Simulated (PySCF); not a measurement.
# input.py for KNa⁻

File input.py (PySCF 2.14):

```python
from pyscf import gto, dft

mol = gto.M(
    atom='K 0 0 0; Na 0 0 3.801',
    basis='6-31+g*',
    charge=-1,
    spin=1,
    verbose=4,
)
mf = dft.UKS(mol, xc='wb97')
mf = mf.density_fit(auxbasis='def2-universal-jkfit')
mf.kernel()
mf.analyze()
print('orbital energies (hartree):', [e[max(0, n-3):n+3].round(4) for e, n in zip(mf.mo_energy, mol.nelec)])
```

```bash
$ OMP_NUM_THREADS=1 python input.py
```

Output (some set-up lines and the per-cycle HOMO/LUMO lines with their warnings removed):

```
PySCF version 2.14.0

[INPUT] Symbol           X                Y                Z      unit          X                Y                Z       unit  Magmom
[INPUT]  1 K      0.000000000000   0.000000000000   0.000000000000 AA    0.000000000000   0.000000000000   0.000000000000 Bohr   0.0
[INPUT]  2 Na     0.000000000000   0.000000000000   3.801000000000 AA    0.000000000000   0.000000000000   7.182848999472 Bohr   0.0

nuclear repulsion = 29.0970894717916
number of shells = 22
number of NR pGTOs = 134
number of NR cGTOs = 48
basis = 6-31+g*
ecp = {}

******** <class 'pyscf.df.df_jk.DFUKS'> ********
method = DFUKS
initial guess = minao
damping factor = 0
level_shift factor = 0
DIIS = <class 'pyscf.scf.diis.CDIIS'>
SCF conv_tol = 1e-09
SCF max_cycles = 50
number electrons alpha = 16  beta = 15
XC functionals = wb97
    J.-D. Chai and M. Head-Gordon.,  J. Chem. Phys. 128, 084106 (2008)

grids dens level: 3
tot grids = 38144
Create RSH-DF object <pyscf.df.df.DF object> for omega=0.4
******** <class 'pyscf.df.df.DF'> ********
auxbasis = auxmol.basis = def2-universal-jkfit
init E= -762.051566874509

cycle= 1 E= -762.14716427954  delta_E= -0.0956  |g|= 0.0386  |ddm|= 1.07
cycle= 2 E= -762.154191075378  delta_E= -0.00703  |g|= 0.0149  |ddm|= 0.477
cycle= 3 E= -762.155330858022  delta_E= -0.00114  |g|= 0.00757  |ddm|= 0.197
cycle= 4 E= -762.155972126382  delta_E= -0.000641  |g|= 0.00343  |ddm|= 0.215
cycle= 5 E= -762.156165706665  delta_E= -0.000194  |g|= 0.00205  |ddm|= 0.126
cycle= 6 E= -762.156277240259  delta_E= -0.000112  |g|= 0.00126  |ddm|= 0.098
cycle= 7 E= -762.156322912597  delta_E= -4.57e-05  |g|= 0.000754  |ddm|= 0.0543
cycle= 8 E= -762.156341196673  delta_E= -1.83e-05  |g|= 0.000377  |ddm|= 0.0378
cycle= 9 E= -762.15634464549  delta_E= -3.45e-06  |g|= 0.000135  |ddm|= 0.0195
cycle= 10 E= -762.156344945  delta_E= -3e-07  |g|= 4.98e-05  |ddm|= 0.00609
cycle= 11 E= -762.156344972883  delta_E= -2.79e-08  |g|= 1.81e-05  |ddm|= 0.00161
cycle= 12 E= -762.156344977105  delta_E= -4.22e-09  |g|= 7.85e-06  |ddm|= 0.000569
cycle= 13 E= -762.156344977883  delta_E= -7.77e-10  |g|= 3.64e-06  |ddm|= 0.000294
Extra cycle  E= -762.156344978018  delta_E= -1.36e-10  |g|= 2.7e-06  |ddm|= 7.52e-05
converged SCF energy = -762.156344978018  <S^2> = 0.76294968  2S+1 = 2.012908
**** SCF Summaries ****
Total Energy =                        -762.156344978018183
Nuclear Repulsion Energy =              29.097089471791634
One-electron Energy =                -1113.405734934995053
Two-electron Energy =                  322.152300485185265
Two-electron Coulomb Energy =          370.050836181472334
DFT Exchange-Correlation Energy =      -47.898535696287077
**** MO energy ****
                             alpha | beta                alpha | beta
[5 lines left out]
MO #6   energy= -10.4079218511738  | -10.4077565614214  occ= 1 | 1
MO #7   energy= -2.17262397685928  | -2.17219044432833  occ= 1 | 1
MO #8   energy= -1.40479448641078  | -1.40421535652381  occ= 1 | 1
MO #9   energy= -1.12387139553489  | -1.12347121112688  occ= 1 | 1
MO #10  energy= -1.12376616321112  | -1.12344749727314  occ= 1 | 1
MO #11  energy= -1.12376616321112  | -1.12344749727313  occ= 1 | 1
MO #12  energy= -0.764627112966033 | -0.764299810271625 occ= 1 | 1
MO #13  energy= -0.764627112966031 | -0.764299810271619 occ= 1 | 1
MO #14  energy= -0.763119528402124 | -0.76257737981034  occ= 1 | 1
MO #15  energy= -0.071099634772278 | -0.0640069101473633 occ= 1 | 1
MO #16  energy= -0.0173459469926318 | 0.0565973353949475 occ= 1 | 0
MO #17  energy= 0.059482534066875  | 0.0746313958999107 occ= 0 | 0
MO #18  energy= 0.0634387595786316 | 0.0872432514105553 occ= 0 | 0
MO #19  energy= 0.0634387595789842 | 0.0872432514105789 occ= 0 | 0
[29 lines left out]

To work with the spin densities directly, `use mulliken_meta_spin()` only printing them here.

 ** Mulliken spin pop alpha/beta on meta-lowdin orthogonal AOs **
 ** Mulliken Spin Density (per AO)  **
 ** Mulliken Spin Density (per atom)  **
spin density of  0 K =      0.58717
spin density of  1 Na =      0.41283
 ** Mulliken pop alpha/beta on meta-lowdin orthogonal AOs **
 ** Mulliken pop       alpha | beta **
pop of  0 K 1s        1.00000 | 1.00000
pop of  0 K 2s        1.00000 | 0.99998
pop of  0 K 3s        0.99988 | 0.99973
pop of  0 K 4s        0.84473 | 0.42956
pop of  0 K 5s        0.00768 | 0.00229
pop of  0 K 6s        0.05521 | 0.00077
pop of  0 K 2px       1.00000 | 1.00000
pop of  0 K 2py       1.00000 | 1.00000
pop of  0 K 2pz       1.00000 | 1.00000
pop of  0 K 3px       0.99996 | 0.99995
pop of  0 K 3py       0.99996 | 0.99995
pop of  0 K 3pz       0.99995 | 0.99993
[36 lines left out]
In total            16.00000 | 15.00000
 ** Mulliken atomic charges   ( Nelec_alpha | Nelec_beta ) **
charge of  0K =     -0.45765  (    10.02241      9.43524 )
charge of  1Na =     -0.54235  (     5.97759      5.56476 )

WARN: System has nonzero charge -1; the dipole moment is origin-dependent.
Location of origin: [0. 0. 0.]

Dipole moment(X, Y, Z, Debye): -0.00000,  0.00000, -3.20825
orbital energies (hartree): [array([-0.7631, -0.0711, -0.0173,  0.0595,  0.0634,  0.0634]), array([-0.7643, -0.7626, -0.064 ,  0.0566,  0.0746,  0.0872])]
```

In short: E(SCF) = -762.156345 Eh, 13 cycles, ⟨S²⟩ = 0.763.

Hardware: Intel Xeon Platinum 8259CL @ 2.50GHz, 1 thread, shared host. Wall time 6 s.

The bond length is a typed value, not an optimised one. The dipole of an ion depends on the origin. No search for the lowest solution was made.
